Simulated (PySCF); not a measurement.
Telling isomers of C2H11NSi4 apart by NMR

Equivalent nuclei averaged, a single conformation, non-relativistic, no solvent model. GIAO PBE0/pcSseg-1 shieldings; GFN2-xTB geometry; PySCF 2.14.

Referencing at the same level of theory: TMS for 1H, 13C. Where no couplings were computed, multiplicities follow the n + 1 count of equivalent neighbours, and m marks all less simple cases (inequivalent or close neighbours, rings, F or P nearby). Shifts are as computed. Against solution values, carbons near 30 ppm lie about +3 ppm off and those near 130 ppm about +5 ppm. Of 1211 compounds with measured shifts, 218 miss one by over three times the rms of a fit or turn the order of signals round; such compounds aren't used in these exercises.

(1) Tabulate the signals of `[SiH3]C#C[SiH2]N([SiH3])[SiH3]`, `N#C[C@H]([SiH3])[SiH]([SiH3])[SiH3]` and their relative energies.

(2) What is the quickest way to tell [SiH3]C#C[SiH2]N([SiH3])[SiH3] from N#C[C@H]([SiH3])[SiH]([SiH3])[SiH3]?

## Answers

(1) 
```json
{"SMILES": "[SiH3]C#C[SiH2]N([SiH3])[SiH3]", "carbon types": "2×C", "δC": "118.2, 115.5", "δH": "5.10 (s, 2H), 4.77 (s, 6H), 4.29 (s, 3H)", "E rel. (kcal/mol)": "0.0"}
{"SMILES": "N#C[C@H]([SiH3])[SiH]([SiH3])[SiH3]", "carbon types": "1×C 1×CH", "δC": "125.2, -9.5", "δH": "4.24 (m, 1H), 4.18 (d, 3H), 3.72 (d, 3H), 3.71 (d, 3H), 1.22 (m, 1H)", "E rel. (kcal/mol)": "12.0"}
```

Energies are electronic energies at PBE0/pcSseg-1 on these geometries, without zero-point or thermal terms, each for the one conformer computed, which needn't be the lowest.

(2) Both give the same number of carbon signals, but DEPT or the intensities differ. The first has an alkyne carbon (C) at 115.5 ppm, the second an sp3 CH bonded to 2 Si, α to a nitrile at -9.5 ppm. Their most deshielded carbons lie at 118.2 and 125.2 ppm. In the proton spectra the most deshielded non-exchanging signals are 5.10 (s, 2H) and 4.24 (m, 1H).
